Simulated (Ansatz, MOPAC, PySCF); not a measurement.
System: CH2N, charge -1, multiplicity 1. SMILES: C=[N-]
Coordinates optimised at B3LYP-D3(BJ)/def2-TZVP (Ansatz, an electronic-structure program):
```
C
N 1 1.2341
H 1 1.1553 2 126.44
H 1 1.1553 3 107.12 2 -180.00
```
Charge -1, spin multiplicity 1.

Unscaled harmonic wavenumbers (cm⁻¹) in rising order, each level at the stationary point that it reaches from this structure (no distance between atoms moves by over 0.3 Å); the order of modes can differ between levels, and a negative number is imaginary. B3LYP-D3(BJ)/def2-TZVP (PySCF, at the structure above): 1009, 1160, 1499, 1714, 2117, 2430.

PM6 (MOPAC): 1070, 1072, 1385, 1813, 2483, 2617. Zero-point energy 14.9 against 14.2 kcal/mol; where all levels lie over 400 cm⁻¹, the wavenumbers are on average 1.036 times those of B3LYP-D3(BJ)/def2-TZVP.

PM7 (MOPAC): 1099, 1110, 1429, 1902, 2504, 2627. Zero-point energy 15.3 against 14.2 kcal/mol; where all levels lie over 400 cm⁻¹, the wavenumbers are on average 1.062 times those of B3LYP-D3(BJ)/def2-TZVP.

HF/3-21G (Ansatz): 1100, 1326, 1675, 1775, 2481, 2688. Zero-point energy 15.8 against 14.2 kcal/mol; where all levels lie over 400 cm⁻¹, the wavenumbers are on average 1.111 times those of B3LYP-D3(BJ)/def2-TZVP.
